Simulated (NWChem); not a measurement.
All runs are NWChem calculations. System: F2Si, charge 0, spin multiplicity 1, at a geometry optimised with PBE0/def2-SVP. The structure started from a generated list of species. Level: constrained PBE0/def2-SVP.

Input file:

```
start mol
memory heap 200 mb stack 900 mb global 1100 mb
geometry units angstroms nocenter noautoz noautosym
  Si     0.000000     0.000000     0.588083
  F     -1.246491     0.000000    -0.457398
  F      1.246491     0.000000    -0.457398
end
basis spherical
  * library def2-svp
end
dft
  xc pbe0
  semidirect memsize 60000000 filesize 0
  iterations 100
  convergence nolevelshifting
  cdft 3 3 charge -1.0 pop lowdin
end
task dft energy
```

Output (cleaned and shortened):

```
             Northwest Computational Chemistry Package (NWChem) 7.3.0
             --------------------------------------------------------

                                NWChem Input Module
                                -------------------

 Scaling coordinates for geometry "geometry" by  1.889725989
 (inverse scale =  0.529177249)

                             Geometry "geometry" -> ""
                             -------------------------

 Output coordinates in angstroms (scale by  1.889725989 to convert to a.u.)

  No.       Tag          Charge          X              Y              Z
 ---- ---------------- ---------- -------------- -------------- --------------
    1 Si                  14.0000     0.00000000     0.00000000     0.58808300
    2 F                    9.0000    -1.24649100     0.00000000    -0.45739800
    3 F                    9.0000     1.24649100     0.00000000    -0.45739800

 Effective nuclear repulsion energy (a.u.)      99.1614648170

            Nuclear Dipole moment (a.u.)
            ----------------------------
        X                 Y               Z
 ---------------- ---------------- ----------------
     0.0000000000     0.0000000000    -0.0000037795


 Summary of "ao basis" -> "" (spherical)
 ------------------------------------------------------------------------------
       Tag                 Description            Shells   Functions and Types
 ---------------- ------------------------------  ------  ---------------------
 *                          def2-svp                  on all atoms

                                 NWChem DFT Module
                                 -----------------

 Summary of "ao basis" -> "ao basis" (spherical)
 ------------------------------------------------------------------------------
       Tag                 Description            Shells   Functions and Types
 ---------------- ------------------------------  ------  ---------------------
 Si                         def2-svp                 8       18   4s3p1d
 F                          def2-svp                 6       14   3s2p1d

 Summary of "ao basis" -> "ao basis" (spherical)
 ------------------------------------------------------------------------------
       Tag                 Description            Shells   Functions and Types
 ---------------- ------------------------------  ------  ---------------------
 Si                         def2-svp                 8       18   4s3p1d
 F                          def2-svp                 6       14   3s2p1d

            General Information
            -------------------
          SCF calculation type: DFT
          Wavefunction type:  closed shell.
          No. of atoms     :     3
          No. of electrons :    32
           Alpha electrons :    16
            Beta electrons :    16
          Charge           :     0
          Spin multiplicity:     1
          Use of symmetry is: off; symmetry adaption is: off
          Maximum number of iterations: 100
          AO basis - number of functions:    46
                     number of shells:    20
          Convergence on energy requested:  1.00D-06
          Convergence on density requested:  1.00D-05
          Convergence on gradient requested:  5.00D-04

              XC Information
              --------------
                         PBE0 Method XC Functional
                     Hartree-Fock (Exact) Exchange  0.250
          PerdewBurkeErnzerhof Exchange Functional  0.750
            Perdew 1991 LDA Correlation Functional  1.000 local
[...]
 d= 0,ls=0.0,diis     9   -488.2684229174 -1.04D-08  4.21D-06  1.16D-07     1.6
  CDFT final multipliers
      1       -1.2650442135

         Total DFT energy =     -488.268422926154
      One electron energy =     -877.677738708240
           Coulomb energy =      332.010199694034
    Exchange-Corr. energy =      -41.762348728995
 Nuclear repulsion energy =       99.161464817047

 Numeric. integr. density =       31.999996210464

     Total iterative time =      0.5s

                       DFT Final Molecular Orbital Analysis
                       ------------------------------------

 Vector   14  Occ=2.000000D+00  E=-5.133146D-01
              MO Center= -1.2D+00, -1.5D-10, -3.9D-01, r^2= 6.1D-01
   Bfn.  Coefficient  Atom+Function         Bfn.  Coefficient  Atom+Function
  ----- ------------  ---------------      ----- ------------  ---------------
    23      0.638965  2 F  py                26     -0.435664  2 F  py
     9     -0.115332  1 Si py                12     -0.097166  1 Si py
     6      0.062831  1 Si py                14      0.058812  1 Si d -2
    15      0.041583  1 Si d -1              37     -0.029258  3 F  py

 Vector   15  Occ=2.000000D+00  E=-5.092668D-01
              MO Center= -1.2D+00, -2.4D-12, -3.8D-01, r^2= 6.1D-01
   Bfn.  Coefficient  Atom+Function         Bfn.  Coefficient  Atom+Function
  ----- ------------  ---------------      ----- ------------  ---------------
    24     -0.460580  2 F  pz                22      0.449583  2 F  px
    27      0.316216  2 F  pz                25     -0.300138  2 F  px
    10      0.088320  1 Si pz                36      0.075485  3 F  px
    13      0.069895  1 Si pz                11     -0.064729  1 Si px
    16     -0.054840  1 Si d  0               7     -0.049818  1 Si pz

 Vector   16  Occ=2.000000D+00  E=-4.103765D-01
              MO Center= -3.8D-02, -6.2D-10,  7.3D-01, r^2= 1.9D+00
   Bfn.  Coefficient  Atom+Function         Bfn.  Coefficient  Atom+Function
  ----- ------------  ---------------      ----- ------------  ---------------
     3      0.662392  1 Si s                  2      0.370342  1 Si s
    24      0.255483  2 F  pz                 4      0.253255  1 Si s
    10      0.232122  1 Si pz                38      0.212158  3 F  pz
    27     -0.192219  2 F  pz                22      0.189787  2 F  px
    13      0.162816  1 Si pz                34     -0.154227  3 F  s

 Vector   17  Occ=0.000000D+00  E=-1.508126D-01
              MO Center=  8.0D-02,  3.7D-10,  5.1D-01, r^2= 2.4D+00
   Bfn.  Coefficient  Atom+Function         Bfn.  Coefficient  Atom+Function
  ----- ------------  ---------------      ----- ------------  ---------------
    12      0.611332  1 Si py                 9      0.455762  1 Si py
    37      0.293263  3 F  py                 6     -0.224707  1 Si py
    23      0.203537  2 F  py                26     -0.182964  2 F  py
    40      0.143217  3 F  py                15      0.045937  1 Si d -1

 Vector   18  Occ=0.000000D+00  E=-9.320636D-02
              MO Center= -1.3D-01, -1.1D-11,  7.4D-01, r^2= 2.4D+00
   Bfn.  Coefficient  Atom+Function         Bfn.  Coefficient  Atom+Function
  ----- ------------  ---------------      ----- ------------  ---------------
    11      0.512867  1 Si px                 4     -0.370694  1 Si s
    38      0.357113  3 F  pz                13     -0.339729  1 Si pz
     3      0.318661  1 Si s                 36     -0.285164  3 F  px
     8      0.267997  1 Si px                41      0.261122  3 F  pz
    39     -0.211768  3 F  px                10     -0.210194  1 Si pz

 Vector   19  Occ=0.000000D+00  E=-3.879185D-02
              MO Center=  2.4D-01,  3.6D-10,  2.0D-01, r^2= 2.8D+00
   Bfn.  Coefficient  Atom+Function         Bfn.  Coefficient  Atom+Function
  ----- ------------  ---------------      ----- ------------  ---------------
    13      0.581325  1 Si pz                11      0.528899  1 Si px
    21      0.441999  2 F  s                 36      0.403108  3 F  px
    39      0.276795  3 F  px                38      0.240690  3 F  pz
    10      0.221594  1 Si pz                 4     -0.218191  1 Si s
    22     -0.200471  2 F  px                 3     -0.199099  1 Si s

     ---------------------------------------------
      Total Density - Mulliken Population Analysis
     ---------------------------------------------

    Atom       Charge   Shell Charges
 -----------   ------   -------------------------------------------------------
    1 Si  14    12.07   2.00  1.99  1.33  0.23  5.92  0.49  0.08  0.02
    2 F    9     9.28   1.99  1.14  0.79  3.32  2.03  0.00
    3 F    9    10.66   1.99  1.08  1.26  3.45  2.88  0.00

     -------------------------------------------
      Total Density - Lowdin Population Analysis
     -------------------------------------------

    Atom       Charge   Shell Charges
 -----------   ------   -------------------------------------------------------
    1 Si  14    12.86   2.00  1.97  1.04  0.59  5.78  0.74  0.42  0.33
    2 F    9     9.14   1.98  1.03  0.77  3.19  2.17  0.01
    3 F    9    10.00   1.98  1.09  0.87  3.43  2.63  0.00

 center of mass
 --------------
 x =   0.00000000 y =   0.00000000 z =  -0.02654986

 moments of inertia (a.u.)
 ------------------
          62.893534375363           0.000000000000           0.000000000000
           0.000000000000         273.718961426806           0.000000000000
           0.000000000000           0.000000000000         210.825427051443

     Multipole analysis of the density
     ---------------------------------

     L   x y z        total         alpha         beta         nuclear
     -   - - -        -----         -----         ----         -------
     0   0 0 0     -0.000000    -16.000000    -16.000000     32.000000

     1   1 0 0     -1.568680     -0.784340     -0.784340      0.000000
     1   0 1 0      0.000000      0.000000      0.000000      0.000000
     1   0 0 1      1.812228      0.906116      0.906116     -0.000004

     2   2 0 0    -21.212022    -60.542554    -60.542554     99.873086
     2   1 1 0     -0.000000     -0.000000     -0.000000      0.000000
     2   1 0 1      1.665670      0.832835      0.832835      0.000000
     2   0 2 0    -13.483647     -6.741824     -6.741824      0.000000
     2   0 1 1      0.000000      0.000000      0.000000      0.000000
     2   0 0 2    -15.368116    -23.053232    -23.053232     30.738348

 Task  times  cpu:        0.6s     wall:        0.6s

 Total times  cpu:        1.6s     wall:        1.6s
```
